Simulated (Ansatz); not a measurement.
Calculated with Ansatz (gas phase, PBE0-D4/def2-TZVP geometries, no zero-point term in ΔE). CBS: MP2 limit from def2 TZ/QZ plus the TZ coupled-cluster correction, frozen cores. Double bonds are as drawn, so ΔE can hold a change between cis and trans. Functionals use def2-TZVPP. Each species was taken in one conformer, which may not be the lowest.

`O[SiH2]/N=C/F` + `N=CCF` → `N=C[SiH2]O` + `F/C=N\CF`  (formal exchange of groups at the Si–N bond)

```tsv
level	ΔE (kJ/mol)	difference from CCSD(T)/CBS
BLYP-D4	87.6	-9.0
B97M-V	99.3	2.7
CAM-B3LYP-D4	95.6	-1.0
ωB97X-V	93.4	-3.2
PBE0	91.2	-5.4
r2SCAN0	97.3	0.7
CAM-B3LYP	96.3	-0.3
LC-ωPBE	94.4	-2.2
CCSD(T)/def2-SVP	76.7	-19.9
HF/def2-TZVPP	108.9	12.3
CCSD(T)/CBS	96.6	0
```

Largest T1 diagnostic among the species: 0.013.

From BLYP to BHLYP (50 % exact exchange), in def2-TZVPP and without D4, ΔE moves by +10.9 kJ/mol. At CCSD(T), def2-SVP lies −19.9 kJ/mol from the extrapolated value and def2-TZVPP −1.6 kJ/mol. In def2-TZVPP, CCSD(T) changes the Hartree–Fock value by −13.9 kJ/mol (the triples alone add −2.4 kJ/mol) and MP2 by −8.2 kJ/mol.
